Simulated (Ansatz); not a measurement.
Geometry optimisation, Ansatz 0.2.0, RKS PBE-D4/def2-SVP.

input.yaml

```yaml
crystal:
  periodic: [false, false, false]
  atoms:
    - { symbol: B, position_ang: [0.0, 0.0, 0.0] }
    - { symbol: H, position_ang: [0.0, 0.0, 1.54] }
    - { symbol: F, position_ang: [1.1431, 0.0, -0.66] }
    - { symbol: F, position_ang: [-1.1431, 0.0, -0.66] }
    - { symbol: S, position_ang: [0.0915, -2.0763, 0.6906] }
    - { symbol: H, position_ang: [-0.666, -2.8867, -0.1635] }
    - { symbol: H, position_ang: [0.0385, -0.8742, 1.6662] }
basis:
  gaussian: { orbitals: def2-SVP }
hamiltonian:
  xc: pbe
  dispersion: d4
relax:
  f_tol: 0.15
  max_steps: 25
  restrain:
    - { distance: [0, 4], at: 3.09, k: 30.0 }
    - { distance: [6, 1], at: 1.86, k: 30.0 }
    - { distance: [0, 1], at: 1.19, k: 30.0 }
    - { distance: [6, 4], at: 1.4, k: 30.0 }
```

Command:

```bash
$ ansatz run input.yaml --threads 1 --pin off --max-ram 2048MiB --backend cpu --events-out ev --progress --plain --runs-dir out
```

Q: Where does it end, and by what steps?

A: The run converged. The restraints hold the end off the free minimum; the threshold counts their pulls, which the force column leaves out. Restrained pairs: B1–S5 (2.19 → 3.09 Å), H2–H7 (0.88 → 1.87 Å), B1–H2 (1.54 → 1.20 Å), S5–H7 (1.55 → 1.38 Å). After 9 steps the energy has fallen by 2.980 eV (the restraints' own energy left out); H7 moved furthest, 0.69 Å.

| step | energy less start (eV) | largest force component (eV/Å) | accepted |
| --- | --- | --- | --- |
| 0 | 0.0000 | 4.094 | yes |
| 1 | -0.5805 | 2.509 | yes |
| 2 | -1.5232 | 2.314 | yes |
| 3 | -2.3361 | 2.179 | yes |
| 4 | -2.8568 | 0.974 | yes |
| 5 | -2.7978 | 1.541 | no |
| 6 | -2.9227 | 0.826 | yes |
| 7 | -2.9550 | 0.714 | yes |
| 8 | -2.9722 | 0.658 | yes |
| 9 | -2.9801 | 0.606 | yes |

```xyz
7
Properties=species:S:1:pos:R:3
B 0.042 0.268 -0.042
H -0.078 0.276 1.153
F 1.205 0.544 -0.615
F -1.019 0.092 -0.824
S 0.305 -2.684 0.828
H -0.969 -2.783 0.364
H -0.022 -1.549 1.549
```

Time of the run: 17 s on 1 thread of Arm Neoverse V2, on a shared host, peak memory 0.14 GiB.
